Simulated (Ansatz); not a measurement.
C$_{2}$H$_{6}$OSSi, SMILES `O=C[SiH2]CS`, charge 0, multiplicity 1.

(1) Give a relaxed structure at PBE0-D4/def2-TZVP (Ansatz 0.2.0). (Estimate.)

## Answers

(1) The calculation gave: 
```xyz
11

O     2.132    0.422    0.015
C     1.245    1.201   -0.238
Si   -0.619    0.759   -0.038
C    -0.780   -1.022    0.507
S    -0.062   -2.138   -0.734
H     1.513    2.230   -0.580
H    -1.299    0.995   -1.337
H    -1.154    1.723    0.968
H    -0.335   -1.199    1.488
H    -1.836   -1.292    0.577
H     1.195   -1.678   -0.628
```
This is one stationary point; other conformers may exist.
